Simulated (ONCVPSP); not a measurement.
## Varying the ONCV potential for tin (Sn)

Base potential:

* Element: tin (Sn)
* Generator: ONCVPSP 4.0.1
* Type: optimised norm-conserving Vanderbilt (ONCV)
* Functional: PBEsol
* Relativity: scalar-relativistic
* Frozen core: [Kr]
* Valence charge: 14
* Reference configuration: 4d10 5s2 5p2
* Partial waves: 5s: rc 2.20 bohr, ncon 3, nbas 7, qcut 2.4 1/bohr, 1 projector; 5p: rc 2.10 bohr, ncon 3, nbas 6, qcut 3.7 1/bohr, 2 projectors, debl 2.3 Ha; 4d: rc 1.35 bohr, ncon 4, nbas 9, qcut 12.8 1/bohr, 2 projectors, debl 2.1 Ha; f scattering state at 0.29 Ha: rc 1.70 bohr, ncon 5, nbas 8, qcut 7 1/bohr, 2 projectors, debl 1.3 Ha
* Local potential: polynomial inside 1.25 bohr (lpopt 5, dvloc0 0 Ha)
* Core correction: polynomial model core, fcfact 0.3

Cutoffs, loose and tight: the cutoffs (Ha) at which the residual kinetic energy of the hardest occupied pseudo-wave falls to 1 and 0.1 mHa per electron. They do not see the model core or the augmentation charge, which bear on the density cutoff. Test errors are all-electron minus pseudo excitation energies from the reference, over the configurations 4d10 5s2 5p1; 4d10 5s2 5p0; 4d10 5s1 5p0; 4d10 5s0 5p0. A dash means not determined; rows that change the core or the reference have their own tests. The largest error is taken over the tests solved by every variant that gives reliable tests at all: 4d10 5s1 5p0; 4d10 5s2 5p0; 4d10 5s2 5p1.

A true bound ghost makes a file unfit for plane-wave use even where its test errors are small: the radial tests pick states by their node count and pass the ghost by.

```csv
change,outcome,"cutoff, loose","cutoff, tight",bound ghosts,GHOST(+) flags above zero,largest test error (meV)
base,generated,47 Ha,56 Ha,s,p,-20
s: qcut 1.5; p: qcut 2.4; d: qcut 8.2; f: qcut 4.5,generated,35 Ha,150 Ha,s,"p, f",-19
s: qcut 2.1; p: qcut 3.2; d: qcut 11.1; f: qcut 6.1,generated,43 Ha,50 Ha,s,p,-20
s: qcut 2.7; p: qcut 4.2; d: qcut 14.6; f: qcut 8,generated,51 Ha,62 Ha,s,p,-21
s: qcut 2.9; p: qcut 4.5; d: qcut 15.6; f: qcut 8.5,generated,46 Ha,54 Ha,s,p,-21
s: qcut 3.1; p: qcut 4.8; d: qcut 16.7; f: qcut 9.1,generated,80 Ha,95 Ha,s,p,-21
s: qcut 3.5; p: qcut 5.4; d: qcut 18.7; f: qcut 10.2,generated,101 Ha,117 Ha,s,"p, d",-22
```

Q: What comes out with this change to the base: s: qcut 1.8; p: qcut 2.8; d: qcut 9.7; f: qcut 5.3?

A: outcome: generated; cutoff, loose: 39 Ha; cutoff, tight: 47 Ha; bound ghosts: s; GHOST(+) flags above zero: p, f; largest test error (meV): -19.
